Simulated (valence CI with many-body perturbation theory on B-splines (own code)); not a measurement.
# Forbidden lines of Lu²²⁺

Calculated by relativistic CI+MBPT: three valence electrons over a frozen Dirac-Fock core [Kr] 4d10, radial functions for each j: 8 s, 8 p, 9 d, 9 f, 6 g, 3 h, 2 i, with the one-electron correlation potential Σ1 (screened to all orders), the two-electron term Σ2, the three-electron term Σ3, Breit, model QED; selected single and double excitations, second order for the rest, scaled by the run's own slope (own B-spline code, finite nucleus).

No measured spectrum was set against this ion. As an estimate, terms of the open shell hold to a few per cent of their energy, and close levels can change places. Core correlation moves these levels by up to 44000 cm⁻¹, and in measured spectra 5 to 20 % of such shifts remained as error; rates that hang on mixing are uncertain with them.

Lines 51 to 100 of 120 in falling wavelength, among levels below 709050 cm⁻¹, chosen from the decays that carry over 1 % of a level's rate. Wavelengths and rates use the calculated energies, so an error of 2000 cm⁻¹ moves a line at 405.0 nm by 8.1 % and its rate by three times that or more. Electric multipoles are in the length gauge, E1 and E2 with the static RPA response of the core. Weak lines are less certain than strong ones. Lines between different terms over intervals too small for the method are left out, as are lines whose strength nearly cancels. Where a level lies close to another of its J and parity, the split of strength between their lines is uncertain.

Names give the largest LS component (configuration and term), which can be under half, so a name can repeat, a term be missing and a line seem to break the LS rules; names also repeat where a configuration has a term twice. Letters in brackets count levels of one name in rising energy.

```
λ vac (nm)             Upper             Lower  Type   A (s⁻¹)  Branch %
     405.0      4f3 2I°_13/2      4f3 2K°_15/2    M1  4.00e+00       3.2
     402.5   4f3 2D°_3/2 [a]       4f3 4F°_5/2    M1  7.97e+01      29.4
     399.8       4f3 2P°_1/2       4f3 4S°_3/2    M1  5.67e+01      43.1
     395.3   4f3 2G°_9/2 [a]       4f3 4F°_9/2    M1  1.69e+02      53.4
     392.7      4f3 2I°_11/2      4f3 2K°_13/2    M1  6.56e+00       4.2
     382.8   4f3 2G°_9/2 [a]       4f3 4G°_7/2    M1  2.96e+01       9.4
     379.7   4f3 2D°_3/2 [b]   4f3 2D°_3/2 [a]    M1  2.01e+02      45.9
     368.9   4f3 2D°_5/2 [a]       4f3 4G°_5/2    M1  1.65e+01      11.9
     368.7      4f3 2I°_11/2  4f3 2H°_11/2 [a]    M1  6.66e+01      43.0
     360.5      4f3 2L°_17/2      4f3 2K°_15/2    M1  8.36e+01      82.0
     350.2       4f3 4D°_7/2       4f3 4G°_9/2    M1  5.34e+00       5.4
     326.9   4f3 2D°_5/2 [a]       4f3 4F°_7/2    M1  3.10e+01      22.3
     326.3       4f3 4G°_9/2   4f3 2H°_9/2 [a]    M1  5.38e+01      34.3
     326.0   4f3 2H°_9/2 [b]       4f3 4G°_9/2    M1  3.59e+01      15.6
     325.0  4f3 2H°_11/2 [a]      4f3 4I°_13/2    M1  5.90e+01      31.3
     322.4       4f3 4D°_7/2   4f3 2G°_7/2 [a]    M1  5.91e+00       6.0
     321.9   4f3 2D°_5/2 [a]       4f3 4S°_3/2    M1  7.25e+00       5.2
     319.6      4f3 2K°_15/2      4f3 4I°_15/2    M1  1.14e+02      46.3
     312.2   4f3 2D°_5/2 [b]       4f3 4G°_5/2    M1  2.73e+01      13.4
     308.9       4f3 4D°_3/2       4f3 4G°_5/2    M1  8.47e+00      12.5
     308.3      4f3 2K°_13/2      4f3 4I°_13/2    M1  5.31e+01      21.9
     301.8   4f3 2H°_9/2 [b]   4f3 2G°_7/2 [a]    M1  8.63e+01      37.6
     296.6      4f3 2L°_15/2      4f3 2K°_13/2    M1  1.55e+02      54.7
     291.5   4f3 2D°_3/2 [a]       4f3 4F°_3/2    M1  4.78e+01      17.7
     286.6      4f3 2I°_13/2      4f3 2K°_13/2    M1  4.32e+01      34.4
     284.8   4f3 2D°_5/2 [a]       4f3 4F°_5/2    M1  1.88e+01      13.5
     281.5   4f3 2D°_5/2 [b]       4f3 4F°_7/2    M1  8.17e+01      40.2
     281.5   4f3 2G°_9/2 [a]       4f3 4F°_7/2    M1  1.66e+01       5.2
     277.9   4f3 2D°_5/2 [b]       4f3 4S°_3/2    M1  3.15e+01      15.5
     275.3       4f3 4D°_3/2       4f3 4S°_3/2    M1  5.03e+01      74.5
     273.6      4f3 2I°_13/2  4f3 2H°_11/2 [a]    M1  1.40e+01      11.2
     273.4   4f3 2H°_9/2 [a]       4f3 4I°_9/2    M1  1.58e+02      82.4
     259.6       4f3 2P°_1/2       4f3 4F°_3/2    M1  7.41e+01      56.3
     252.7      4f3 4G°_11/2   4f3 2H°_9/2 [a]    M1  2.37e+00       3.6
     249.7   4f3 2D°_5/2 [b]       4f3 4F°_5/2    M1  1.04e+01       5.1
     247.1       4f3 4D°_7/2       4f3 4F°_9/2    M1  3.43e+00       3.5
     242.6       4f3 4F°_9/2      4f3 4I°_11/2    M1  3.34e+01      20.4
     242.1       4f3 4D°_7/2       4f3 4G°_7/2    M1  3.12e+00       3.1
     234.5      4f3 2K°_15/2      4f3 4I°_13/2    M1  1.23e+02      49.8
     231.6   4f3 2D°_3/2 [b]       4f3 4G°_5/2    M1  5.64e+00       1.3
     230.5  4f3 2H°_11/2 [a]      4f3 4I°_11/2    M1  5.25e+01      27.8
     227.1   4f3 2G°_9/2 [a]   4f3 2H°_9/2 [a]    M1  7.28e+00       2.3
     224.4   4f3 2D°_5/2 [a]       4f3 4F°_3/2    M1  4.34e+01      31.2
     222.8       4f3 4D°_1/2       4f3 4S°_3/2    M1  2.08e+01      23.8
     222.0      4f3 2K°_13/2      4f3 4I°_11/2    M1  1.90e+02      78.1
     221.9       4f3 4F°_7/2       4f3 4I°_9/2    M1  1.17e+01      60.1
     212.2   4f3 2D°_3/2 [b]       4f3 4S°_3/2    M1  1.23e+01       2.8
     208.3      4f3 2I°_11/2   4f3 2H°_9/2 [a]    M1  2.88e+01      18.6
     205.9       4f3 4G°_5/2       4f3 4I°_9/2    E2  5.16e-01       4.7
     202.2      4f3 4G°_11/2      4f3 4I°_13/2    M1  2.51e+01      38.5
```
